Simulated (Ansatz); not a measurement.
`C1CCCSCC1`, relaxed with RKS PBE-D4/def2-SVP in Ansatz 0.2.0 from a rough embedded geometry. The force threshold is 0.03 eV/Å; the program also tests the step.

The species carries charge 0 and has multiplicity 1.

Start:

```xyz
19

C     0.343   -1.030    0.812
C     0.541    0.423    1.259
C     1.183    1.334    0.212
C     0.531    1.265   -1.165
S    -1.282    1.101   -1.120
C    -1.404   -0.715   -1.047
C    -1.074   -1.318    0.310
H     1.071   -1.291    0.041
H     0.527   -1.688    1.664
H     1.174    0.448    2.148
H    -0.427    0.842    1.540
H     2.240    1.076    0.096
H     1.132    2.360    0.582
H     0.899    0.416   -1.741
H     0.735    2.176   -1.728
H    -2.438   -0.936   -1.312
H    -0.750   -1.111   -1.826
H    -1.792   -0.951    1.046
H    -1.208   -2.401    0.227
```

By how much does the energy fall, and how many steps does the optimiser take? (An estimate is asked.)

The calculation gave: 0.13 eV, in 3 steps.

Which bonds change most? (Best estimate.)

Ansatz gave: C1–H8 from 1.092 to 1.114 Å; C6–H17 from 1.091 to 1.113 Å; C4–H14 from 1.090 to 1.111 Å; C6–H16 from 1.090 to 1.110 Å.

Give the relaxed structure. (An estimate is asked.)

Computed: 
```xyz
19

C     0.331   -1.044    0.844
C     0.583    0.416    1.278
C     1.170    1.355    0.212
C     0.516    1.288   -1.177
S    -1.308    1.114   -1.200
C    -1.418   -0.711   -1.066
C    -1.080   -1.320    0.296
H     1.098   -1.367    0.103
H     0.479   -1.707    1.723
H     1.268    0.431    2.153
H    -0.377    0.844    1.637
H     2.255    1.141    0.078
H     1.112    2.396    0.597
H     0.921    0.440   -1.771
H     0.742    2.207   -1.756
H    -2.466   -0.950   -1.341
H    -0.772   -1.143   -1.863
H    -1.826   -0.967    1.042
H    -1.227   -2.421    0.211
```
